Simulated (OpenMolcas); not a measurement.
## V3+: effect of the IPEA shift

| Quantity | Value |
| --- | --- |
| Program | OpenMolcas 26.06 |
| Basis | ANO-RCC-VTZP [6s5p3d2f1g] |
| Scalar Hamiltonian | DKH2, point nucleus |
| Active space | 2 electrons in 10 orbitals (3d 4d) |
| State averaging | 2S+1 = 3 even, 10 roots; 2S+1 = 1 even, 15 roots |
| Spin-orbit coupling | RASSI with atomic mean-field integrals over the reference wave functions, term energies averaged over their components |

Methods on the same reference wave functions:
A. CASSCF
B. SS-CASPT2, IPEA 0 Eh, imaginary shift 0.1 Eh (closed shells correlated: 3s 3p)
C. SS-CASPT2, IPEA 0.25 Eh, imaginary shift 0.1 Eh (closed shells correlated: 3s 3p)

Energies in cm-1 above 3d2 3F2, the measured ground level; measured values from Sugar and Corliss, J. Phys. Chem. Ref. Data 7, 1191 (1978).

| Level | A | B | C | Measured |
| --- | --- | --- | --- | --- |
| 3d2 3F2 | 0.0 | 0.0 | 0.0 | 0.0 |
| 3d2 3F3 | 328 | 329 | 329 | 325 |
| 3d2 3F4 | 752 | 753 | 753 | 735 |
| 3d2 1D2 | 13524 | 11040 | 10980 | 10959 |
| 3d2 3P0 | 16052 | 13660 | 13840 |  |
| 3d2 3P1 | 16164 | 13780 | 13950 | 13239 |
| 3d2 3P2 | 16404 | 14010 | 14190 | 13458 |
| 3d2 1G4 | 20818 | 19170 | 19040 | 18391 |
| 3d2 1S0 | 49552 | 43730 | 43620 | 42462 |

Deviations, from unrounded energies. A percentage is the sum of absolute deviations over the sum of measured energies, with the sign that they share, or ± where signs differ.

```json
{"Against measurement": "mean absolute deviation (cm-1)", "Levels": "7", "A": "2600", "B": "460", "C": "470"}
{"Against measurement": "fine structure of the ground term (%)", "Levels": "2", "A": "+1.8", "B": "+2.1", "C": "+2.2"}
{"Against measurement": "other terms of the ground configuration (%)", "Levels": "5", "A": "+18.2", "B": "+3.3", "C": "+3.3"}
```

B, C lie about equally close to measurement and A furthest from it. The largest miss of B in the table is 3d2 1S0, by +1300 cm-1. The ranking rests on the paired levels alone, and a cruder setting can come out closer through cancelling errors.

Between B and C the level of the table that moves most is 3d2 3P1, by 180 cm-1 (lowest in B, highest in C). Moves below CASPT2's spread within the term are not significant.

The two smallest mean deviations differ by little beside CASPT2's spread within terms, so their order carries little weight.

From A to B the spin-free energies of the other terms of 3d2 shown, above 3F, scale by factors of 0.81 to 0.92, as is usual when dynamic correlation screens the repulsion within a d or f shell.

The lowest spin-free term lies below A's lowest term by 0.296 hartree in B, 0.292 hartree in C.

CASPT2 does not keep the components of a term degenerate, so their means are used; among the terms shown or strongly mixed into the levels shown the widest spread is 790 cm-1 (3d2 3F, B). Active for correlation alone: 4d; no level in the range computed is led by a configuration that fills it, so any true level of that kind is missing. Without dynamic correlation excited terms often stand tens of per cent too high (terms of higher spin than the ground term too low), and those without a measured partner can miss by more than the paired ones (holds for A). Computed and measured levels are paired by configuration, term and J; levels that our copy of the source lacks, or whose pairing is in doubt (as where it misses far off the trend of its configuration), stay unpaired and out of the deviations. Only configurations of the active space appear.
